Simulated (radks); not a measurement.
Values are calculated unless marked as measured or tabulated.
Initial-state core-level shifts of the praseodymium ion Pr+ when its valence configuration changes from [Xe] 4f3 6s1. Code: a radial shooting solver on a logarithmic mesh with Libxc functionals. Model: non-relativistic Kohn-Sham, r2SCAN, spin-polarised, spherical densities, point nucleus; open shells are filled with parallel spins first (spin-orbit coupling, left out, can overturn this in heavy ions); meta-GGA in the generalised Kohn-Sham scheme; relativity is left out, which matters for an element this heavy. Shifts are changes of the shell-averaged eigenvalues in eV (positive: less bound); the change of the density at the nucleus, which sets a Mossbauer isomer shift, is in e/bohr^3, on a base of 1.457e+05.

valence,2s,2p,3d,4p,density at nucleus
4f2 6s2,-11.008,-10.860,-11.871,-10.897,+18.23
4f3 5d1,+2.377,+2.381,+2.334,+2.356,-7.13
4f2 6s1 6p1,-11.676,-11.527,-12.545,-11.562,+11.22
4f3.5 6s0.5,+4.550,+4.492,+4.892,+4.595,-7.31
4f2 5d1 6s1,-7.942,-7.792,-8.847,-7.898,+9.19
4f1 5d1 6p2,-21.736,-21.399,-23.708,-21.290,+13.57
4f3 5d0.5 6s0.5,+1.181,+1.183,+1.158,+1.168,-3.70
4f1.5 5d2 6s0.5,-10.821,-10.581,-12.262,-10.689,+9.56
4f3 6p1,-0.973,-0.974,-0.967,-0.972,-5.94
